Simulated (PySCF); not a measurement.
Si(H)(Me)2(Cl) (C2H7ClSi), SMILES C[SiH](C)Cl. Heavy atoms are numbered as in [SiH:1]([CH3:2])([CH3:3])[Cl:4]. Hydrogens are named by the atom that carries them.

The structure is a stationary point at r2SCAN-D4/def2-SVP.

All values below come from PBE/pcSseg-1 run with PySCF.

GIAO shieldings, no solvent; atoms alike by connectivity are averaged. δ = σ(ref) − σ: ²⁹Si against TMS (σ = 335.4 ppm); ¹³C against TMS (σ = 182.0 ppm); ³⁵Cl against HCl (σ = 936.5 ppm); ¹H against TMS (σ = 31.49 ppm), references at their B3LYP-D3(BJ)/def2-TZVP geometries, non-relativistic (without spin–orbit terms, shifts of atoms bonded to Cl or Br come out too high).

### Question
Estimate the chemical shifts. (An estimate is asked for; the answer gives what the named calculation found.)

### Answer

```csv
nucleus,atoms,count,δ (ppm)
²⁹Si,Si1 (SiH),1,23.6
¹³C,C2 (CH3),2,5.0
³⁵Cl,Cl4,1,7.6
¹H,H on Si1,1,5.66
¹H,H on C2,6,0.73
```
